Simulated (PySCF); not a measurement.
Geometry:
| atom | x (Å) | y (Å) | z (Å) |
| --- | --- | --- | --- |
| C1 | 1.279 | 1.003 | -1.306 |
| C2 | 1.241 | 0.132 | -0.051 |
| C3 | 1.605 | 0.958 | 1.186 |
| C4 | 2.253 | -1.003 | -0.203 |
| O5 | 0.017 | -0.570 | 0.140 |
| C6 | -1.307 | -0.059 | 0.029 |
| C7 | -1.528 | 1.285 | 0.722 |
| C8 | -1.750 | 0.018 | -1.436 |
| C9 | -2.136 | -1.126 | 0.741 |
| H10 | 0.580 | 1.850 | -1.249 |
| H11 | 1.043 | 0.413 | -2.203 |
| H12 | 2.290 | 1.421 | -1.429 |
| H13 | 1.478 | 0.345 | 2.091 |
| H14 | 2.655 | 1.283 | 1.133 |
| H15 | 0.985 | 1.858 | 1.290 |
| H16 | 3.274 | -0.613 | -0.329 |
| H17 | 1.995 | -1.620 | -1.076 |
| H18 | 2.226 | -1.648 | 0.687 |
| H19 | -2.596 | 1.547 | 0.675 |
| H20 | -1.237 | 1.236 | 1.782 |
| H21 | -0.970 | 2.102 | 0.243 |
| H22 | -1.270 | 0.844 | -1.977 |
| H23 | -2.838 | 0.168 | -1.498 |
| H24 | -1.500 | -0.923 | -1.948 |
| H25 | -3.209 | -0.888 | 0.706 |
| H26 | -1.822 | -1.206 | 1.791 |
| H27 | -1.973 | -2.103 | 0.263 |

Geometry: PBE0-D3(BJ)/def2-SVP; GIAO shifts from PySCF 2.14, gas phase, non-relativistic, averaged over equivalent atoms.

At wB97X-D/pcSseg-1 (243 basis functions, 54 s wall time on 1 thread of an Arm Neoverse V2, shared host):
| atoms | δ (ppm) |
| --- | --- |
| C2/C6 | 71.6 |
| C1/C3/C4/C7/C8/C9 | 33.4 |
| O5 | 112.6 |
| H10/H11/H12/H13/H14/H15/H16/H17/H18/H19/H20/H21/H22/H23/H24/H25/H26/H27 | 1.21 |

References, each an isolated molecule treated in the same way: 13C (σref 184.54) and 1H (σref 31.38) against TMS; 17O (σref 333.19) vs H2O.

Question: What do these become at PBE0/pcSseg-1?

Answer: 
```csv
atoms,δ at PBE0/pcSseg-1,change
C2/C6,72.2,+0.6
C1/C3/C4/C7/C8/C9,33.0,-0.4
O5,118.7,+6.1
H10/H11/H12/H13/H14/H15/H16/H17/H18/H19/H20/H21/H22/H23/H24/H25/H26/H27,1.22,+0.01
```

δ = σ(ref) − σ, references computed at the same level: TMS for 13C (184.41 ppm) and 1H (31.27 ppm); 17O (334.56 ppm) against H2O.

The largest change is at O5 (ether oxygen). Cost: 243 basis functions, 45 s wall time on 1 thread of an Arm Neoverse V2, shared host.

Experimental scales use liquid or dissolved standards, which lie at an offset from isolated H2O (liquid H2O: subtract about 36 ppm).
